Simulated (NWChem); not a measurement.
System: chlorobenzene (C6H5Cl); SMILES c1(ccccc1)Cl

All runs: NWChem. Pople sets run with spherical d functions. All runs use the structure optimised with PBE0/def2-SVP. Total energies compare along this basis series because the functional is fixed.

```csv
level,basis functions,energy (Ha),highest occupied level (eV),orbital gap (eV),dipole (D)
B3LYP/STO-3G,44,-683.9905,-5.30,7.23,2.02
B3LYP/3-21G,77,-688.3664,-6.81,6.51,2.01
B3LYP/6-31G*,112,-691.8363,?,?,?
B3LYP/def2-SVP,127,-691.5509,-6.77,6.21,1.46
B3LYP/def2-SVPD,187,-691.5702,-6.98,6.14,1.75
B3LYP/def2-TZVP,253,-691.9628,-6.90,6.13,1.64
```

Problem. Fill in the missing entries.

Solution. 
- B3LYP/6-31G*, highest occupied level (eV): -6.66
- B3LYP/6-31G*, orbital gap (eV): 6.36
- B3LYP/6-31G*, dipole (D): 1.81
